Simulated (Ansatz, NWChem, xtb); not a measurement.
Ligand exchange: HBr + CH2BrI → HI + CH2Br2

Gas-phase species: HBr (hydrogen bromide), singlet; CH2BrI (bromoiodomethane) `BrCI`, singlet; HI (hydrogen iodide), singlet; CH2Br2 (dibromomethane) `BrCBr`, singlet. The partners trade Br for I: H–Br and C–I bonds give way to H–I and C–Br.

Shapes, held fixed at every level: PBE0-D4/def2-TZVP. Programs: Ansatz 0.2.0, NWChem 7.3.0, xtb 6.7.1. A level may come from different programs for different species; with the same settings they agree closely. The zero-point and thermal change to 298 K, harmonic and unscaled (PBE0-D4/def2-TZVP), is -0.8 kJ/mol.

(1) Estimate ΔH(298 K) of this reaction.

Answers

(1) The highest level, CCSD(T)/def2-TZVPP, gives ΔH(298 K) = +7.8 kJ/mol; the levels span -31.1 to +7.8. They disagree on the sign: 8 of 9 are positive. The column of differences is taken from that level and isn't an error. No measured value is set beside it here. For atoms past krypton def2 sets carry core potentials with scalar relativity. Relativity is left out for Br. Outer-core shells of Br, I are correlated, in sets that cover them unevenly.

| level | kind | ΔH(298 K) (kJ/mol) | less CCSD(T)/def2-TZVPP |
| --- | --- | --- | --- |
| GFN1-xTB | semi-empirical | -31.1 | -38.9 |
| PBE-D4/def2-TZVPP | GGA | +7.6 | -0.2 |
| PBE0/def2-SVP | global hybrid | +4.6 | -3.2 |
| B3LYP-D4/def2-TZVPP | global hybrid | +7.8 | 0.0 |
| BHLYP-D4/def2-TZVPP | global hybrid | +7.5 | -0.3 |
| PBE0-D4/def2-TZVPP | global hybrid | +7.0 | -0.8 |
| wB97X-V/def2-TZVPP | range-separated hybrid | +5.7 | -2.1 |
| CCSD(T)/def2-SVP | coupled cluster or CI | +7.0 | -0.8 |
| CCSD(T)/def2-TZVPP | coupled cluster or CI | +7.8 | 0.0 |
